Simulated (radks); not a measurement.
Results of a calculation; reference values are marked as such.
Q: These are the eigenvalues of the occupied orbitals of an atom or ion with whole-number occupations (hartree). Level of theory: scalar-relativistic Kohn-Sham, r2SCAN, spin-unpolarised, spherical densities, finite nucleus; meta-GGA in the generalised Kohn-Sham scheme; Fermi nuclear charge, rms radius of each element as measured or else 0.836 A^(1/3) + 0.57 fm (a radial shooting solver on a logarithmic mesh with Libxc functionals).

1s: -303.4945
2s: -37.16064
2p: -32.00855
3s: -4.93989
3p: -3.42811
3d: -1.04385

Which element is it, and in what charge state? The configuration may be excited.

A: Z = 28, nickel, charge +2: Ni2+ in [Ar] 3d8. The list shows which subshells hold electrons but not how many an open one holds; the 1s level, -303.49 hartree, gives Z - s = 24.6 by -(Z - s)^2/2, which with screening and relativity narrows Z to a few neighbours, and the depths of the outer levels then fix element, charge and occupations together.
